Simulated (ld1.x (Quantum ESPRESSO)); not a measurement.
## Configuration tests for Lu (Z = 71) (PAW)

* Element: lutetium (Lu)
* Generator: ld1.x (Quantum ESPRESSO) 7.5
* Type: PAW
* Functional: PBE
* Relativity: scalar-relativistic
* Frozen core: [Kr] 4d10
* Valence charge: 25
* Reference configuration: 4f14 5s2 5p6 5d1 6s2 6p0
* Partial waves: 5s (bound): rcut 1.55, rcutus 1.90 bohr; 6s (bound): rcut 1.55, rcutus 1.90 bohr; 5p (bound): rcut 2.65, rcutus 3.05 bohr; 6p (bound, empty): rcut 2.65, rcutus 3.05 bohr; 5d (bound): rcut 1.70, rcutus 2.10 bohr; 5d channel at 0.35 Ry: rcut 1.70, rcutus 2.10 bohr; 4f (bound): rcut 0.90, rcutus 1.15 bohr; 4f channel at 3.8 Ry: rcut 0.90, rcutus 1.15 bohr
* Local potential: all-electron potential smoothed inside 1.85 bohr (lloc = -1)
* Core correction: a·sin(br)/r model core, default radius (ld1.x builds one for every PAW set, though the input has nlcc=.false.)
* Augmentation charge: GAUSS, radius 0.90 bohr

Energies are relative to the spin-unpolarised reference configuration 4f14 5s2 5p6 5d1 6s2 6p0; without spin polarisation the order of configurations can differ from experiment. Not all tests gave a result: test run stopped at test 5 of 7 (negative rho). The frozen-core shift is the all-electron ΔE with the core orbitals held at their reference shape minus the fully relaxed ΔE.

```
   valence configuration  charge  ΔE all-electron (eV)  error AE − PS (meV)  frozen-core shift (meV)
4f14 5s2 5p6 5d1 6s0 6p0      +2                20.644                 +6.6                     +7.3
4f14 5s2 5p6 5d0 6s0 6p0      +3                40.601                  +52                      +12
4f14 5s1 5p6 5d1 6s2 6p0      +1                67.064                  +12                      +53
```

(1) What are ΔE and the potential's error for 4f14 5s2 5p6 5d1 6s1 6p0?

Results:

(1) ΔE = 7.365 eV all-electron; the error (AE − PS) is -0.1 meV.
